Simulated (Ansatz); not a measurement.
Compare A (`C[Se]C(C)=O`) with its isomer B (`CO/C=C\[SeH]`).

Computed with Ansatz on PBE0-D4/def2-TZVP structures; ΔE is electronic, products minus reactants. CCSD(T)/CBS is the MP2 limit (def2-TZVPP, def2-QZVPP) plus CCSD(T) − MP2 in def2-TZVPP, frozen cores. DFT in def2-TZVPP. B3LYP here is the variant with VWN-RPA as its local correlation; programs differ in this. For Se outer-core shells are correlated without core-valence functions, which leaves a few kJ/mol of doubt a bond. Scalar relativity is left out up to krypton. Each species was taken in one conformer, which may not be the lowest.

Q: Which isomer does CCSD(T)/CBS put lower? Give the gap. (Best estimate.)

A: Ansatz gave: A, by 29.1 kcal/mol.

Q: Give E(B) − E(A) in kcal/mol with MP2/def2-TZVPP, B3LYP-D4, HF/def2-TZVPP, B2PLYP, B3LYP, CCSD(T)/def2-TZVPP, CCSD/def2-TZVPP. (An estimate is asked.)

A: The calculation gave: MP2/def2-TZVPP 30.9, B3LYP-D4 29.3, HF/def2-TZVPP 26.2, B2PLYP 29.7, B3LYP 28.6, CCSD(T)/def2-TZVPP 28.9, CCSD/def2-TZVPP 28.0. None reverses the order clearly.

Largest T1 diagnostic: 0.013.

From PBE to PBE0 (25 % exact exchange), in def2-TZVPP and without D4, E(B) − E(A) moves by −1.5 kcal/mol. The D4 term adds +0.7 kcal/mol with B3LYP and +0.4 kcal/mol with PBE0; it sums over pairs of atoms, weighted by their polarisabilities, and B3LYP, whose exchange is more repulsive, gets the larger term.
